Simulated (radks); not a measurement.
The numbers below are computed, except where a source is named.
All-electron atom: Hf5+ in [Xe] 4f13. Level of theory: Dirac Kohn-Sham, BLYP, spin-unpolarised, spherical densities, finite nucleus; open shells fill j = l - 1/2 first; Fermi nuclear charge, rms radius 5.347 fm (a radial shooting solver on a logarithmic mesh with Libxc functionals).

Normalised radial functions P(r) = r R(r) (large component), r in bohr:

r	5p3/2	4f7/2
0.001646	0.0025	0.0000
0.001901	0.0033	0.0000
0.002178	0.0042	0.0000
0.002515	0.0055	0.0000
0.002905	0.0071	0.0000
0.003355	0.0092	0.0000
0.003874	0.0119	0.0000
0.004475	0.0154	0.0000
0.005126	0.0196	0.0000
0.00592	0.0251	0.0000
0.006837	0.0320	0.0000
0.007896	0.0407	0.0000
0.00912	0.0513	0.0000
0.01045	0.0635	0.0001
0.01207	0.0788	0.0001
0.01394	0.0970	0.0002
0.01609	0.1179	0.0004
0.01859	0.1413	0.0006
0.02129	0.1652	0.0010
0.02459	0.1913	0.0017
0.0284	0.2162	0.0029
0.0328	0.2373	0.0047
0.03788	0.2508	0.0077
0.0434	0.2527	0.0121
0.05012	0.2386	0.0194
0.05788	0.2033	0.0304
0.06685	0.1436	0.0471
0.0772	0.0596	0.0717
0.08916	-0.0443	0.1069
0.1021	-0.1512	0.1530
0.118	-0.2574	0.2184
0.1362	-0.3347	0.3038
0.1573	-0.3597	0.4109
0.1817	-0.3138	0.5387
0.2082	-0.1996	0.6748
0.2404	-0.0155	0.8273
0.2777	0.2004	0.9763
0.3207	0.3975	1.1068
0.3703	0.5196	1.2032
0.4243	0.5252	1.2508
0.49	0.3975	1.2487
0.5659	0.1481	1.1940
0.6535	-0.1766	1.0950
0.7548	-0.5125	0.9638
0.8647	-0.7820	0.8229
0.9987	-0.9694	0.6683
1.153	-1.0320	0.5190
1.332	-0.9737	0.3835
1.538	-0.8237	0.2679
1.777	-0.6259	0.1754
2.035	-0.4362	0.1098
2.351	-0.2653	0.0615
2.715	-0.1417	0.0311
3.135	-0.0650	0.0139
3.621	-0.0248	0.0053
4.148	-0.0083	0.0018
4.791	-0.0021	0.0005
5.533	-0.0004	0.0001

5p3/2: eigenvalue -91.086 eV, 3 radial nodes at r = 0.0841, 0.243, 0.606 bohr, <r> = 1.29 bohr, 90 % of the charge inside 1.87 bohr. 4f7/2: eigenvalue -80.597 eV, 0 radial nodes, <r> = 0.648 bohr, 90 % of the charge inside 1.08 bohr.
